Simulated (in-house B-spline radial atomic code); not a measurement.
Radial electron density of the praseodymium ion Pr⁵⁺, [Kr] 4d10 5s2 5p6. Computed with an all-electron radial atomic-structure program (B-spline basis): scalar-relativistic (X2C) Hartree-Fock, spin-polarised, averaged over the determinants with the given up and down occupations, Fermi nucleus of rms radius 4.8919 fm.

One-electron X2C: radii and densities carry no picture-change correction, so inner-shell <1/r> comes out high (for 1s by about 2 % at Z = 33, 5 % at 54, 10 % at 75, 30 % at 118) and <r> low.

Columns: r (bohr), 4πr²n(r) (electrons per bohr), bar.

```
0.000629    2.217 #
0.000773    3.042 #
 0.00095     4.16 ##
 0.00117    5.682 ##
 0.00143    7.636 ###
 0.00176     10.3 ####
 0.00217    13.82 ######
 0.00266    18.21 ########
 0.00327    23.79 ##########
 0.00402    30.63 #############
 0.00494    38.67 #################
 0.00607    47.71 ####################
 0.00745    57.16 #########################
 0.00916    66.29 ############################
  0.0113    73.87 ################################
  0.0138     78.2 ##################################
   0.017    78.78 ##################################
  0.0209    75.58 ################################
  0.0257    70.66 ##############################
  0.0315    67.82 #############################
  0.0387    70.91 ##############################
  0.0476    81.33 ###################################
  0.0585    94.76 #########################################
  0.0719    102.4 ############################################
  0.0883    97.73 ##########################################
   0.109    83.85 ####################################
   0.133    75.28 ################################
   0.164    80.16 ##################################
   0.201    88.77 ######################################
   0.247    81.64 ###################################
   0.304    56.24 ########################
   0.374    34.94 ###############
   0.459    32.99 ##############
   0.564    37.76 ################
   0.693    32.36 ##############
   0.852    19.94 #########
    1.05    11.83 #####
    1.29    9.316 ####
    1.58    7.113 ###
    1.94    3.818 ##
    2.39     1.26 #
    2.93   0.2488 
     3.6  0.02549 
    4.43 0.001176 
    5.44 2.198e-05
```

On this grid the curve has 4 maxima, near 0.017, 0.0719, 0.201, 0.564 bohr.

The 5s up radial function P(r) = rR(r), positive near the nucleus:

| r (bohr) | P |
| --- | --- |
| 0.000339 | 0.02064 |
| 0.000512 | 0.02849 |
| 0.000773 | 0.03909 |
| 0.00117 | 0.05334 |
| 0.00176 | 0.07162 |
| 0.00266 | 0.09473 |
| 0.00402 | 0.1216 |
| 0.00607 | 0.1485 |
| 0.00916 | 0.1666 |
| 0.0138 | 0.1591 |
| 0.0209 | 0.1015 |
| 0.0315 | -0.022 |
| 0.0476 | -0.1826 |
| 0.0719 | -0.2525 |
| 0.109 | -0.06079 |
| 0.164 | 0.2947 |
| 0.247 | 0.2827 |
| 0.374 | -0.3196 |
| 0.564 | -0.4816 |
| 0.852 | 0.4089 |
| 1.29 | 1.021 |
| 1.94 | 0.6007 |
| 2.93 | 0.114 |
| 4.43 | 0.004866 |
